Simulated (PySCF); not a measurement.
Frontier orbitals and the lowest excitations

Species: Si₄H₈.
Structure used (GFN2-xTB), in Å, numbered top down from 1:
```
atom  x, y, z in Å
Si1    0.360   -1.624    0.093
Si2   -1.609   -0.341    0.257
Si3   -0.361    1.623   -0.107
Si4    1.609    0.341   -0.262
H5     0.710   -2.416    1.281
H6     0.404   -2.621   -0.985
H7    -2.317   -0.417    1.543
H8    -2.671   -0.634   -0.715
H9    -0.719    2.412   -1.294
H10   -0.397    2.623    0.968
H11    2.340    0.425   -1.534
H12    2.654    0.630    0.729
```

The calculation used PySCF, TDDFT CAM-B3LYP/def2-SVPD, vertical, gas phase, core orbitals frozen in the response.

Frontier orbitals with the atoms that hold most of them (Löwdin shares over 4%, at most four atoms; ? is withheld):

| orbital | ε (eV) | atoms |
| --- | --- | --- |
| LUMO+2 | 0.39 | Si2 18%, Si4 18%, Si1 18%, Si3 18% |
| LUMO+1 | 0.39 | Si1 18%, Si3 18%, Si2 18%, Si4 18% |
| LUMO | -0.48 | ? |
| HOMO | -8.79 | ? |
| HOMO-1 | -9.19 | Si2 23%, Si4 23%, Si3 14%, Si1 14% |
| HOMO-2 | -9.20 | Si1 23%, Si3 23%, Si4 14%, Si2 14% |
| HOMO-3 | -10.59 | Si4 12%, Si3 12%, Si1 12%, Si2 12% |

**Question.** Which atoms hold the LUMO, and with what shares?

**Answer.** Si4 (bonded to 2 Si and 2 H) 19%; Si2 (bonded to 2 Si and 2 H) 19%; Si3 (bonded to 2 Si and 2 H) 19%; Si1 (bonded to 2 Si and 2 H) 19%.

**Question.** Which atoms hold the HOMO, and with what shares?

**Answer.** Si1 (bonded to 2 Si and 2 H) 22%; Si2 (bonded to 2 Si and 2 H) 22%; Si3 (bonded to 2 Si and 2 H) 22%; Si4 (bonded to 2 Si and 2 H) 22%.

Within 0.005 eV of a neighbour in this list lie HOMO-2/HOMO-1 and LUMO+1/LUMO+2 (point group found: D4h); within a degenerate set the shares of single atoms can hang on how the components are chosen.

**Question.** The HOMO–LUMO gap is 8.31 eV. Where does the response calculation put the lowest singlet, and from which orbitals?

**Answer.** S1 is at 4.75 eV (f = 0.0000), 3.56 eV below the gap, made of HOMO→LUMO (99%). Without the coupling terms of the response equations the lowest excitation would equal the gap.

Next come S2 at 5.42 eV (f 0.0000), HOMO-2/HOMO-1→LUMO (98%); S3 at 5.42 eV (f 0.0000), HOMO-2/HOMO-1→LUMO (98%); S4 at 6.23 eV (f 0.0000), HOMO-2/HOMO-1→LUMO+1/LUMO+2 (≥82%); S5 at 6.35 eV (f 0.0000), HOMO-2/HOMO-1→LUMO+1/LUMO+2 (≥89%).

Orbitals of the list HOMO-3 to LUMO+2 that lie within 0.01 eV of each other are written together with a slash and their weights summed (≥ marks a lower bound); for degenerate orbitals outside that list single weights are arbitrary.
